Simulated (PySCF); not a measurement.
# Does the structure fit the spectrum?

A compound C$_{4}$H$_{3}$F$_{5}$O gives the data below (simulated from a calculation) and was assigned the structure `COC(=C(F)F)C(F)(F)F`.

¹³C{¹H} NMR (computed): δ 166.1 (C), 131.6 (C), 115.1 (CH), 71.9 (CH2).

¹H NMR (600 MHz, computed): δ 6.15 (m, 1H), 4.34 (m, 2H).

Computed data (PySCF 2.14): structure optimised with GFN2-xTB, σ from GIAO-PBE0/pcSseg-1. One averaged value for each set of equivalent atoms, one conformer, isolated molecule, non-relativistic Hamiltonian.

Chemical shifts δ = σref − σ; ¹H (σ = 31.72 ppm), ¹³C (σ = 186.93 ppm) vs TMS, all at this level.

(1) Compare with the shifts computed for the proposed structure, pairing carbons in order of shift.

(2) Which isomer fits?

## Answers

(1) Structure with atom numbers: `[CH3:1][O:2][C:3](=[C:4]([F:5])[F:6])[C:7]([F:8])([F:9])[F:10]`. Each H is labelled by its parent atom.

```json
{"atom": "C4", "computed for proposal": "165.0", "given list": "166.1", "difference": "-1.1"}
{"atom": "C7", "computed for proposal": "129.8", "given list": "131.6", "difference": "-1.8"}
{"atom": "C3", "computed for proposal": "121.2", "given list": "115.1", "difference": "+6.1"}
{"atom": "C1", "computed for proposal": "59.5", "given list": "71.9", "difference": "-12.4"}
```

The rms difference is 7.0 ppm and the largest -12.4 ppm at C1 (methyl carbon bonded to O). The carbon types in order of shift don't match either: C, C, C, CH3 for the proposal against C, C, CH, CH2 in the data. The proposal doesn't fit.

(2) `FC(F)=COCC(F)(F)F`.

Carbon types of the structure: 2 × C, 1 × CH, 1 × CH2, which accounts for all hydrogens. δC 166.1: β carbon of an enol-ether or enamine type C=C. δC 131.6: CF3 carbon; 3 electronegative neighbours deshield it. δC 115.1: alkene carbon bearing oxygen; an sp2 carbon of a C=C bond. δC 71.9: sp3 CH2 bonded to O; the inductive effect lowers its shielding.

Other isomers checked: FCO/C(F)=C\C(F)(F)F (rms 9.9 ppm).

The data come from this structure; uniqueness wasn't tested.

Splittings by ¹⁹F in the carbon and heteronuclear signals aren't shown, as no couplings were computed. Shifts are as computed. Against solution values, carbons near 30 ppm lie about +3 ppm off and those near 130 ppm about +5 ppm. Of 1309 compounds with measured shifts, 239 miss one by over three times the rms of a fit or turn the order of signals round; such compounds aren't used in these exercises. No couplings were computed; multiplicities are counted from neighbouring protons, with m where these are inequivalent, close in shift, in a saturated or five-membered ring or joined by F or P, and br s for small geminal =CH2 splittings.
